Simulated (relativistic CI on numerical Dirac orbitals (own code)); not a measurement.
**Line list: Electric-dipole lines, Pb42+**

Method of calculation: Dirac-Coulomb-Breit CI, orbitals from a KLI potential per configuration, QED by a radiative potential, unscaled Slater integrals (own radial code, finite nucleus).

CI space (outside the closed core [Ar] 3d10): 4s2 4p6 4d4, 4s2 4p6 4d3 4f, 4s2 4p5 4d5, 4s 4p6 4d5, 4s 4p6 4d4 4f, 4s2 4p6 4d3 5s, 4s2 4p6 4d3 5d, 4s2 4p6 4d3 5g, 4p6 4d6, 4p5 4d7, 4s2 4p6 4d2 5s2, 4s2 4p6 4d 4f 5s2, 4s 4p6 4d2 4f 5s2, 4s2 4p6 4d 5s2 5d. Double excitations out of closed p, d and f shells are left out; levels of such configurations are missing from the list, as are those of other unlisted configurations, and high levels can miss mixing partners.

```csv
λ vac (nm),Lower,Upper,A (s⁻¹),log gf,S velocity/length
4.2087,4s2 4p6 4d4 3P_0 [1],4s2 4p6 4d3 4f 3D°_1 [129],4.33e+12,0.54,0.68
4.2828,4s2 4p6 4d4 5D_1 [2],4s2 4p6 4d3 4f 3P°_1 [197],6.12e+11,-0.30,0.65
4.4631,4s2 4p6 4d4 3F_4 [3],4s2 4p6 4d3 4f 3G°_3 [181],9.57e+10,-0.70,0.71
4.4783,4s2 4p6 4d4 5D_2 [4],4s2 4p6 4d3 4f 3G°_3 [181],1.35e+11,-0.55,0.68
4.6305,4s2 4p6 4d4 5D_1 [2],4s2 4p6 4d3 4f 3P°_2 [132],3.75e+11,-0.22,0.64
4.6624,4s2 4p6 4d4 3F_4 [3],4s2 4p6 4d3 4f 3D°_3 [144],1.46e+11,-0.48,0.59
4.7425,4s2 4p6 4d4 3F_4 [3],4s2 4p6 4d3 4f 3D°_3 [130],3.54e+11,-0.08,0.59
4.7567,4s2 4p6 4d4 5D_2 [4],4s2 4p6 4d3 4f 3P°_2 [132],2.33e+11,-0.40,0.59
4.7891,4s2 4p6 4d4 3F_3 [5],4s2 4p6 4d3 4f 3D°_3 [130],1.20e+11,-0.54,0.57
4.8311,4s2 4p6 4d4 3H_4 [8],4s2 4p6 4d3 4f 3F°_4 [199],8.18e+10,-0.59,0.65
4.8626,4s2 4p6 4d4 3H_4 [8],4s2 4p6 4d3 4f 3F°_4 [193],8.46e+10,-0.57,0.62
4.8744,4s2 4p6 4d4 5D_3 [9],4s2 4p6 4d3 4f 3F°_4 [193],9.81e+10,-0.50,0.64
4.8868,4s2 4p6 4d4 3H_5 [10],4s2 4p6 4d3 4f 3F°_4 [199],1.05e+11,-0.47,0.58
4.9053,4s2 4p6 4d4 3H_4 [8],4s2 4p5 4d5 3G°_5 [184],1.09e+11,-0.36,0.64
4.9165,4s2 4p6 4d4 5D_2 [7],4s2 4p6 4d3 4f 3G°_3 [181],1.09e+11,-0.56,0.64
4.9191,4s2 4p6 4d4 3H_5 [10],4s2 4p6 4d3 4f 3F°_4 [193],2.96e+11,-0.01,0.62
4.9426,4s2 4p6 4d4 3H_4 [8],4s2 4p6 4d3 4f 3G°_3 [181],1.50e+11,-0.42,0.62
4.9596,4s2 4p6 4d4 3F_3 [13],4s2 4p6 4d3 4f 3D°_2 [198],2.85e+11,-0.28,0.62
4.9628,4s2 4p6 4d4 3H_5 [10],4s2 4p5 4d5 3G°_5 [184],2.62e+11,0.03,0.59
4.9715,4s2 4p6 4d4 5D_2 [7],4s2 4p6 4d3 4f 3G°_3 [174],1.07e+11,-0.56,0.65
4.9975,4s2 4p6 4d4 1I_6 [11],4s2 4p5 4d5 3G°_5 [184],6.33e+11,0.42,0.60
5.0612,4s2 4p6 4d4 3H_5 [10],4s2 4p6 4d3 4f 3K°_6 [173],9.56e+10,-0.32,0.68
5.0647,4s2 4p6 4d4 3H_4 [8],4s2 4p6 4d3 4f 3I°_5 [164],6.71e+10,-0.55,0.68
5.0680,4s2 4p6 4d4 5D_1 [2],4s2 4p6 4d3 4f 3P°_2 [75],9.72e+10,-0.73,0.62
5.0973,4s2 4p6 4d4 1I_6 [11],4s2 4p6 4d3 4f 3K°_6 [173],1.26e+11,-0.19,0.66
5.1093,4s2 4p6 4d4 3H_4 [8],4s2 4p6 4d3 4f 3D°_3 [155],1.30e+11,-0.45,0.64
5.1108,4s2 4p6 4d4 3F_4 [3],4s2 4p6 4d3 4f 5H°_4 [81],5.31e+10,-0.73,0.61
5.1387,4s2 4p6 4d4 1I_6 [11],4s2 4p6 4d3 4f 3K°_7 [167],1.54e+11,-0.04,0.66
5.1420,4s2 4p6 4d4 5D_2 [4],4s2 4p6 4d3 4f 3F°_3 [80],8.62e+10,-0.62,0.63
5.1607,4s2 4p6 4d4 3F_3 [13],4s2 4p6 4d3 4f 1G°_4 [171],1.22e+11,-0.36,0.66
5.1649,4s2 4p6 4d4 3F_3 [5],4s2 4p6 4d3 4f 5H°_4 [81],1.12e+11,-0.40,0.62
5.1765,4s2 4p6 4d4 3F_3 [5],4s2 4p6 4d3 4f 3F°_3 [80],7.91e+10,-0.65,0.64
5.1788,4s2 4p6 4d4 3H_4 [8],4s2 4p6 4d3 4f 3G°_4 [146],7.61e+10,-0.56,0.65
5.2164,4s2 4p6 4d4 1I_6 [11],4s2 4p6 4d3 4f 3I°_6 [154],1.14e+11,-0.22,0.64
5.2165,4s2 4p6 4d4 1I_6 [11],4s2 4p5 4d5 3H°_5 [153],7.05e+10,-0.50,0.63
5.2215,4s2 4p6 4d4 5D_2 [4],4s2 4p5 4d5 3D°_1 [74],2.70e+11,-0.48,0.63
5.2216,4s2 4p6 4d4 3F_3 [5],4s2 4p5 4d5 3D°_2 [78],2.84e+11,-0.24,0.61
5.2232,4s2 4p6 4d4 3F_4 [3],4s2 4p5 4d5 3F°_3 [72],2.96e+11,-0.07,0.62
5.2248,4s2 4p6 4d4 5D_2 [7],4s2 4p6 4d3 4f 5P°_1 [136],2.31e+11,-0.55,0.65
5.2317,4s2 4p6 4d4 3F_4 [3],4s2 4p6 4d3 4f 5I°_5 [71],1.20e+11,-0.27,0.65
5.2509,4s2 4p6 4d4 3H_5 [10],4s2 4p6 4d3 4f 5G°_5 [145],7.35e+10,-0.48,0.64
5.2772,4s2 4p6 4d4 5D_1 [2],4s2 4p5 4d5 5F°_1 [62],1.67e+11,-0.68,0.65
5.3043,4s2 4p6 4d4 3F_4 [3],4s2 4p5 4d5 3G°_4 [67],1.69e+11,-0.19,0.65
5.3244,4s2 4p6 4d4 3F_3 [5],4s2 4p6 4d3 4f 3G°_3 [69],1.16e+11,-0.46,0.65
5.3510,4s2 4p6 4d4 3P_0 [1],4s2 4p5 4d5 3D°_1 [38],2.10e+11,-0.57,0.64
```

Terms are leading LS components. Brackets give the number of a level in order of energy, since labels repeat. The list gives strong lines, with weight on those to low levels, among the lowest 200 of 2007 levels, so that lines to higher ones, which can be the strongest, are missing. Levels whose partners in the same complex of configurations lie outside the list can be far off, and so can their lines. Rates are taken at the computed energies, electric ones in the length gauge. A velocity-to-length ratio far from 1 marks an uncertain rate.

At this charge energies of transitions that change n are usually good to better than 1 %, and those within a shell (Δn = 0) to a few per cent.

LS names give the leading component of a level, which can be under half, so a name can repeat, a term be missing and a line seem to break the LS rules.
